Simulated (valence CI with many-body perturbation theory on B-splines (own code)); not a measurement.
Questions on Cu¹⁴⁺

Calculated by valence CI with perturbative core correlation (CI+MBPT): five valence electrons over a frozen Dirac-Fock core [Ne], radial functions for each j: 9 s, 9 p, 8 d, 6 f, 3 g, 1 h, with the one-electron correlation potential Σ1, the two-electron term Σ2, the three-electron term Σ3, Breit, model QED; selected CI, second order for the rest (own B-spline code, finite nucleus).

No measured spectrum was set against this ion. As an estimate, levels of excited configurations hold to 0.05 to 0.15 % of their energy, terms of the ground configuration to about 0.5 %. Among the levels kept, up to 470 cm⁻¹ of a level comes from second order outside the variational space, and about a tenth of that is noise between levels of different J, which matters for small intervals.

Rates and lifetimes use the calculated energies. Strong lines usually hold to 10 to 20 %, long lifetimes can be off by a factor of two.

(1) What is the ground level?

(2) Where does the other parity begin?

(3) Among levels below 806030 cm⁻¹, which E1 lines absorb most strongly from the ground level?

(4) What is the ionisation energy?

(5) Name the longest-lived excited levels whose lifetime is computed, and their main decay.

(6) What are the static dipole polarisabilities of the lowest levels?

(7) How well does LS coupling describe the low levels?

Results:

(1) 3s²3p³ ⁴S°_3/2, composition 91 % 3s²3p³ ⁴S° + 6 % 3s²3p³ ²P°, g = 1.951.

(2) At 3s3p⁴ ⁴P_5/2, 338050 cm⁻¹.

(3) to 3s²3p²3d ⁴P_5/2 at 16.13 nm, f = 0.583; to 3s²3p²3d ⁴P_3/2 at 15.96 nm, f = 0.382; to 3s²3p²3d ⁴P_1/2 at 15.77 nm, f = 0.106.

(4) 478.23 eV; NIST lists 483.1 ± 0.9 eV (semi-empirical).

(5) 3s²3p³ ²D°_5/2 at 58062 cm⁻¹ lives 35.6 ms, mostly by M1 to 3s²3p³ ⁴S°_3/2; 3s²3p³ ²D°_3/2 at 48197 cm⁻¹ lives 3.17 ms, mostly by M1 to 3s²3p³ ⁴S°_3/2; 3s²3p³ ²P°_1/2 at 91491 cm⁻¹ lives 971 μs, mostly by M1 to 3s²3p³ ⁴S°_3/2. The lifetime of 3s²3p²3d ⁴F_9/2 is too uncertain to give, and may be longer. The lifetime of 3s²3p²3d ²G_9/2 is too uncertain to give, and may be longer.

(6) 3s²3p³ ⁴S°_3/2 0.218 (tensor 0.00077); 3s²3p³ ²D°_3/2 0.215 (tensor 0.017); 3s²3p³ ²D°_5/2 0.217; 3s²3p³ ²P°_1/2 0.212 bohr³, of which the core gives 0.00332.

(7) Among the lowest 20 levels the leading LS term, summed over configurations, holds 87 % on average. For single configurations the figures are 78 % in LS and 60 % in jj coupling. Terms mix most in the J = 7/2 level at 544310 cm⁻¹, where the leading one holds 54 %.
